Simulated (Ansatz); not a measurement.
H$_{3}$B (SMILES B), singlet, geometry from GFN2-xTB; BHLYP/pcseg-1 (Ansatz, a program for electronic structure).

The Ansatz input:
Ansatz 0.2 input:
```yaml
crystal:
  periodic: [false, false, false]
  atoms:
    - {symbol: B, position_ang: [0.00000000, 0.00000000, -0.00000000]}
    - {symbol: H, position_ang: [-1.13586369, -0.05694986, -0.25006823]}
    - {symbol: H, position_ang: [0.42206688, -0.56959653, 0.92378735]}
    - {symbol: H, position_ang: [0.71379681, 0.62654639, -0.67371912]}
basis:
  gaussian:
    orbitals: pcseg-1.json
hamiltonian:
  xc: {name: BHLYP}
```
The basis file holds pcseg-1 in the JSON format of the Basis Set Exchange.

It wrote (shortened):

```
Functional definition: BHLYP
349 factors; their error is unknown
mean field evaluation 1: about -723.0813 eV, gradient 8.9e0 eV
mean field evaluation 2: about -723.3548 eV, gradient 3.2e0 eV
mean field evaluation 4: about -723.3912 eV, gradient 1.8e-2 eV
mean field evaluation 8: about -723.3923 eV, gradient 9.9e-5 eV
mean field -723.39232822 eV, -26.5841777291 hartree, gradient 1.7e-5 eV, S^2 0.000000; 0 other end points of the search recorded, 0 dependent functions left out
reference -723.39245354 eV, -26.5841823348 hartree; 4, 4 occupied and 25, 25 virtual orbitals, 349 factors
Total energy: -723.39245354 eV, -26.5841823348 hartree
```
